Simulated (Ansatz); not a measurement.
Pulling on the Be1–H2 bond in BeH2O (SMILES [BeH][OH]) (multiplicity 1 held, fragments rigid). Energies count from the point at 1.328 Å.
Geometry at that point (charge 0, multiplicity 1):
```xyz
4

Be    -0.784    -0.353     0.030
H     -1.995    -0.895     0.080
O      0.511     0.185    -0.074
H      1.042     0.825     0.390
```

Restricted levels (R-, RO-) in cc, def2 and unpolarised 6-31G sets keep to the state of the molecule at rest. Unrestricted levels (U-) break spin symmetry where that is lower. Active spaces are followed from a long bond inwards. Levels need not reach the same state.

Cores are frozen in the correlated methods.

The values were computed with Ansatz (Gaussian orbitals). 

Energies in kcal/mol.

```
R (Å)  R-HF/aug-cc-pVDZ  U-CCSD(T)/aug-cc-pVDZ  SC-NEVPT2 on CASSCF(2,2)/aug-cc-pVDZ  FIC-MRCISD+Q on CASSCF(2,2)/aug-cc-pVDZ
-----  ----------------  ---------------------  ------------------------------------  ---------------------------------------
1.062              20.1                   20.0                                  20.6                                     19.9
1.195               4.2                    4.3                                   4.7                                      4.2
1.328               0.0                    0.0                                   0.0                                      0.0
1.461               2.6                    2.3                                   1.8                                      2.3
1.593               9.1                    8.2                                   7.3                                      8.2
1.793              22.5                   20.3                                  18.8                                     20.4
1.992              37.5                   33.6                                  31.4                                     33.6
2.324              62.1                   53.9                                  50.7                                     53.8
2.656              84.2                   69.6                                  65.6                                     69.4
3.054             106.4                   81.9                                  77.0                                     81.4
3.585             129.2                   89.6                                  83.9                                     88.7
4.249             149.3                   91.7                                  86.4                                     91.3
```

Doubts at one or more of the structures used: a restricted determinant that unrestricted orbitals would lower (R-HF/aug-cc-pVDZ); a spin-contaminated determinant (U-CCSD(T)/aug-cc-pVDZ); T1 above 0.05 (U-CCSD(T)/aug-cc-pVDZ); the program's own flag: other amplitudes (U-CCSD(T)/aug-cc-pVDZ).

Ansatz is an electronic-structure program.
